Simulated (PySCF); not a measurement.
hydrogen isocyanide (CHN), singlet, at a GFN2-xTB geometry; B97-1/6-31G** run with PySCF.

PySCF was given this input:
```python
from pyscf import gto, scf, dft

mol = gto.Mole()
mol.atom = '''
    C    -0.000000   -0.000000   -0.733209
    N     0.000000    0.000000    0.425228
    H     0.000000    0.000000    1.422658
'''
mol.basis = '6-31g**'
mol.charge = 0
mol.spin = 0
mol.verbose = 4
mol.build()

mf = dft.RKS(mol)
mf.xc = 'b97-1'
mf.kernel()
mf.analyze()
```

It wrote (shortened):

```
PySCF version 2.14.0

[INPUT] verbose = 4
[INPUT] num. atoms = 3
[INPUT] num. electrons = 14
[INPUT] charge = 0
[INPUT] spin (= nelec alpha-beta = 2S) = 0
[INPUT] symmetry False subgroup None
[INPUT] Mole.unit = angstrom
[INPUT] Symbol           X                Y                Z      unit          X                Y                Z       unit  Magmom
[...]
nuclear repulsion = 24.372255238858
number of shells = 15
number of NR pGTOs = 61
number of NR cGTOs = 33
basis = 6-31g**
ecp = {}

******** <class 'pyscf.dft.rks.RKS'> ********
method = RKS
initial guess = minao
damping factor = 0
level_shift factor = 0
DIIS = <class 'pyscf.scf.diis.CDIIS'>
diis_start_cycle = 1
diis_space = 8
diis_damp = 0
SCF conv_tol = 1e-09
SCF conv_tol_grad = None
SCF max_cycles = 50
direct_scf = True
direct_scf_tol = 1e-13
XC library pyscf.dft.libxc version 7.1.2
    S. Lehtola, C. Steigemann, M. J. T. Oliveira, and M. A. L. Marques,  SoftwareX 7, 1–5 (2018)
XC functionals = b97-1
    F. A. Hamprecht, A. J. Cohen, D. J. Tozer, and N. C. Handy,  J. Chem. Phys. 109, 6264 (1998)
radial grids:
    Treutler-Ahlrichs [JCP 102, 346 (1995); DOI:10.1063/1.469408] (M4) radial grids

becke partition: Becke, JCP 88, 2547 (1988); DOI:10.1063/1.454033
pruning grids: <function nwchem_prune>
grids dens level: 3
symmetrized grids: False
atomic radii adjust function: <function treutler_atomic_radii_adjust>
small_rho_cutoff = 0
Set gradient conv threshold to 3.16228e-05
Initial guess from minao.
tot grids = 37832
init E= -93.5289829738023
[...]
cycle= 1 E= -93.3576442968586  delta_E= 0.171  |g|= 0.214  |ddm|= 1.78
[...]
cycle= 2 E= -93.3629617075939  delta_E= -0.00532  |g|= 0.153  |ddm|= 0.347
[...]
cycle= 3 E= -93.368927727821  delta_E= -0.00597  |g|= 0.0381  |ddm|= 0.16
[...]
cycle= 4 E= -93.3691554811977  delta_E= -0.000228  |g|= 0.0215  |ddm|= 0.0386
[...]
cycle= 5 E= -93.3692573874181  delta_E= -0.000102  |g|= 0.000703  |ddm|= 0.014
[...]
cycle= 6 E= -93.3692575235396  delta_E= -1.36e-07  |g|= 4.08e-05  |ddm|= 0.000687
[...]
cycle= 7 E= -93.3692575240352  delta_E= -4.96e-10  |g|= 1.1e-05  |ddm|= 9.7e-05
[...]
Extra cycle  E= -93.3692575239616  delta_E= 7.36e-11  |g|= 2.14e-05  |ddm|= 2.6e-05
converged SCF energy = -93.3692575239616
**** SCF Summaries ****
Total Energy =                         -93.369257523961608
Nuclear Repulsion Energy =              24.372255238857953
One-electron Energy =                 -173.619769930278238
Two-electron Energy =                   55.878257167458678
Two-electron Coulomb Energy =           68.479877345609466
DFT Exchange-Correlation Energy =      -12.601620178150789
HOMO-LUMO gap [eV] =                     9.442324582576378
**** MO energy ****
[...]
 ** Mulliken pop on meta-lowdin orthogonal AOs  **
 ** Mulliken pop  **
[...]
 ** Mulliken atomic charges  **
charge of    0C =     -0.07379
charge of    1N =     -0.21017
charge of    2H =      0.28396
Dipole moment(X, Y, Z, Debye):  0.00000,  0.00000,  2.97859
```
